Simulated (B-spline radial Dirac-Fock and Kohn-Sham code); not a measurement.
Hg⁷⁺: eigenvalues, ΔSCF and the reference

System: the Hg⁷⁺ ion in the configuration [Xe] 4f14 5d5.

The density-functional columns are spherical, spin-unpolarised Dirac-Kohn-Sham results without Breit or QED terms: −ε is minus the orbital energy of the initial state and ΔSCF the difference of two total energies. The reference in the last column comes from relaxed Dirac-Fock hole states (ΔSCF) with Breit and QED corrections and a finite nucleus. All numbers are from a radial atomic solver, in eV; a selection of levels is shown. The Kohn-Sham columns are given as differences from the reference. For the 1s level of heavy atoms much of the gap between ΔSCF and the reference is the Breit and QED part, -454.2 eV here; for other levels the error of the functional can be larger.

```csv
level,PBE −ε − DF,PBE ΔSCF − DF,LDA −ε − DF,LDA ΔSCF − DF,Dirac-Fock
K (1s),-114.4,+511.2,-180.2,+443.2,83219.8
L1 (2s),-164.3,-45.6,-174.1,-55.1,14972.2
L2 (2p1/2),-115.1,+37.8,-119.7,+33.4,14331.5
L3 (2p3/2),-137.1,-9.1,-139.6,-11.4,12406.0
M1 (3s),-94.9,-57.4,-97.5,-59.9,3691.2
M2 (3p1/2),-77.0,-36.7,-78.0,-37.6,3405.8
M3 (3p3/2),-77.2,-40.9,-77.6,-41.2,2974.6
M4 (3d3/2),-55.2,-12.0,-54.9,-11.7,2508.2
M5 (3d5/2),-56.9,-15.2,-56.6,-14.8,2417.4
N1 (4s),-54.6,-35.5,-55.9,-36.7,929.4
N2 (4p1/2),-46.8,-27.8,-47.3,-28.3,806.6
N3 (4p3/2),-46.3,-28.2,-47.0,-28.8,701.9
N4 (4d3/2),-33.8,-15.9,-33.8,-15.9,501.2
N5 (4d5/2),-33.8,-16.1,-33.8,-16.1,481.7
N6 (4f5/2),-16.0,+1.1,-15.6,+1.6,221.7
N7 (4f7/2),-16.2,+0.8,-15.8,+1.3,217.6
O1 (5s),-18.0,-6.7,-17.7,-6.3,240.7
O2 (5p1/2),-12.6,-1.8,-12.2,-1.3,196.3
O3 (5p3/2),-12.5,-2.3,-12.3,-2.0,176.5
"O4,5 (5d)",-7.6,+1.2,-7.3,+1.6,114.0
```

Values without a named source are computed, but for edge energies of neutral atoms, which are taken from tables.
